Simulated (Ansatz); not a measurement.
Reactions of BGaH₆Si (`[BH2][GaH][SiH3]`).

Computed with Ansatz on PBE0-D4/def2-TZVP structures; ΔE is electronic, products minus reactants. CCSD(T)/CBS is the MP2 limit (def2-TZVPP, def2-QZVPP) plus CCSD(T) − MP2 in def2-TZVPP, frozen cores. This one scheme is used for every species. Functionals use def2-TZVPP. For Ga, Ge, Se outer-core shells are correlated without core-valence functions, which leaves a few kJ/mol of doubt a bond. Scalar relativity is left out up to krypton. One conformer a species, not always the lowest.

```tsv
reaction	MP2/CBS(def2) (kJ/mol)	ωB97X-V (kJ/mol)	B2PLYP (kJ/mol)	ωB97M-V (kJ/mol)	CCSD(T)/CBS(def2) (kJ/mol)
`[BH2][GaH][SiH3]` + `Cl[SiH2][SeH]` → `B[Se][SiH2]Cl` + `[SiH3][GaH2]`	-106	-98	-100	-100	-98
`[BH2][GaH][SiH3]` + `[OH][GeH]([F])[F]` → `[F][GeH]([F])[O][SiH3]` + `[BH2][GaH2]`	-79	-76	-77	-76	-74
`[BH2][GaH][SiH3]` + `C[O][Al]([OH])[F]` → `C[O][Al]([F])[O][SiH3]` + `[BH2][GaH2]`	-88	-86	-88	-87	-83
`[BH2][GaH][SiH3]` + `C[NH][GeH3]` → `[CH3][GaH][SiH3]` + `B[NH][GeH3]`	-241	-228	-236	-235	-232
`[BH2][GaH][SiH3]` + `[NH2][Al]([OH])[F]` → `[NH2][Al]([F])[O][SiH3]` + `[BH2][GaH2]`	-93	-92	-95	-93	-88
```

Largest T1 diagnostic: 0.014, for `[BH2][GaH][SiH3]`.
